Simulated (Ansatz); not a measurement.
Gas-phase electronic energies from Ansatz, PBE0-D4/def2-TZVP geometries. CBS: MP2 limit from def2 TZ/QZ plus the TZ coupled-cluster correction, frozen cores. This one scheme is used for every species. Functionals use def2-TZVPP. B3LYP here is the variant with VWN-RPA as its local correlation; programs differ in this. Each species was taken in one conformer, which may not be the lowest.

Consider the silylene formation by 1,1-elimination: `O[SiH2][SiH](F)S` → `O[SiH3]` + `F[Si]S`.

`O[SiH2][SiH](F)S`:

Cartesian coordinates in Å:
```
O -0.313 -1.470 -1.602
Si -0.608 0.126 -1.302
Si 0.523 0.715 0.670
F 0.194 2.220 1.116
S -0.179 -0.702 2.106
H -0.386 -2.071 -0.857
H -2.059 0.410 -1.117
H -0.114 0.877 -2.480
H 2.002 0.604 0.616
H 0.940 -0.709 2.850
```

`O[SiH3]`:

Cartesian coordinates in Å:
```
O 0.789 0.872 -0.509
Si -0.133 -0.366 0.065
H 0.554 1.763 -0.249
H -0.113 -0.424 1.553
H 0.456 -1.604 -0.494
H -1.553 -0.241 -0.367
```

`F[Si]S`:

```xyz
4

F    -0.322   -1.532   -0.129
Si    0.422   -0.475   -1.099
S     0.276    1.303    0.107
H    -0.375    0.704    1.121
```

CCSD(T)/CBS gives +1.40 eV.

Problem. Another level gave +1.33 eV. Which?
A. SCS-MP2/def2-TZVPP
B. ωB97M-V/def2-TZVPP
C. PBE0/def2-TZVPP
D. B3LYP/def2-TZVPP

Solution. A. SCS-MP2/def2-TZVPP 1.33, B3LYP 1.14, ωB97M-V 1.26, PBE0 1.46 eV.

Largest T1 diagnostic among the species: 0.015.

From PBE to PBE0 (25 % exact exchange), in def2-TZVPP and without D4, ΔE moves by +0.13 eV. In def2-TZVPP, CCSD(T) changes the Hartree–Fock value by +0.10 eV (the triples alone add +0.01 eV) and MP2 by +0.19 eV. The D4 term adds +0.18 eV with B3LYP and +0.10 eV with PBE0; it sums over pairs of atoms, weighted by their polarisabilities, and B3LYP, whose exchange is more repulsive, gets the larger term.
